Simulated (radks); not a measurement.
The numbers below are computed, except where a source is named.
Q: These are the eigenvalues of the occupied orbitals of an atom or ion with whole-number occupations (hartree). Level of theory: scalar-relativistic Kohn-Sham, Wu-Cohen GGA, spin-polarised, spherical densities, finite nucleus; Fermi nuclear charge, rms radius of each element as measured or else 0.836 A^(1/3) + 0.57 fm (a radial shooting solver on a logarithmic mesh with Libxc functionals).

orbital  eigenvalue
1s up     -1213.141
1s down   -1213.138
2s up     -188.4492
2s down   -188.4477
2p up     -169.3050
2p down   -169.3025
3s up     -38.98289
3s down   -38.98003
3p up     -32.77677
3p down   -32.77356
3d up     -23.46788
3d down   -23.46486
4s up      -7.81895
4s down    -7.81197
4p up      -5.87164
4p down    -5.86397
4d up      -3.03017
4d down    -3.01769
5s up      -1.74126
5s down    -1.67211
5p up      -1.29410

Which element is it, and in what charge state? The configuration may be excited. Open shells, if any, are filled with parallel spins first.

A: Z = 53, iodine, charge +3: I3+ in [Kr] 4d10 5s2 5p2. The list shows which subshells hold electrons but not how many an open one holds; the 1s level, -1213.1 hartree, gives Z - s = 49.3 by -(Z - s)^2/2, which with screening and relativity narrows Z to a few neighbours, and the depths of the outer levels then fix element, charge and occupations together.
